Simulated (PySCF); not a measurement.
TDDFT excited states: C4H5ClF2

Compound: C₄H₅ClF₂.
Z-matrix (Å and degrees, GFN2-xTB geometry), rows numbered from 1:
```
F 
C   1  1.3704
C   2  1.4966  1  109.44
C   3  1.3244  2  125.87  1  -171.51
Cl  4  1.7338  3  120.29  2   179.59
C   4  1.5010  3  128.22  2     0.11
F   6  1.3693  4  112.31  3   -14.28
H   2  1.0948  1  107.03  3  -121.97
H   2  1.0960  1  106.94  3   121.05
H   3  1.0801  2  114.36  1     8.66
H   6  1.0957  4  110.37  3  -133.63
H   6  1.0974  4  110.67  3   105.13
```

Computed with TDDFT PBE0/def2-SVPD, vertical, gas phase, core orbitals frozen in the response (PySCF 2.14.0, density-fitted response routines).

```
state  E (eV)  E (hartree)       f  |μ| (D)  main configurations (H = HOMO, L = LUMO)
   S1    6.19       0.2273  0.0072     0.55                               H→L+1 (89%)
   S2    6.45       0.2372   0.309     3.55                                 H→L (89%)
   S3    7.05       0.2591   0.014     0.72                               H→L+2 (94%)
   S4    7.23       0.2656  0.0003     0.11                               H-1→L (99%)
   S5    7.56       0.2778  0.0031     0.33                               H→L+3 (91%)
   S6    7.89       0.2899  0.0050     0.41                  H→L+4 (73%), H-3→L (18%)
```

Triplets, Tamm–Dancoff:

```tsv
state	E (eV)	λ (nm)	main configurations (H = HOMO, L = LUMO)
T1	4.01	309.5	H→L (93%)
T2	5.76	215.1	H→L+1 (86%)
```

The lowest singlet lies at 6.19 eV (200 nm, ultraviolet) and is weak; its leading configuration is HOMO→LUMO+1 (89%). The strongest level in the table is S2 at 6.45 eV (192 nm, f = 0.309). Löwdin shares by element: HOMO carbon 60% or more, chlorine 24% (atoms not listed hold the other 15%); LUMO carbon 69% or more, chlorine 9% (atoms not listed hold the other 23%). Of the 6 states listed, 2 reach f = 0.01 and 1 stays under 0.0005. The oscillator strengths of these states sum to 0.339; summed over the whole spectrum of an exact calculation they would give the number of electrons, 64 (Thomas–Reiche–Kuhn). The listed states span 1.70 eV, and the widest gap between neighbours is 0.60 eV (S2 to S3). The window holds the lowest 6 singlets.

One conformer stands for the species.
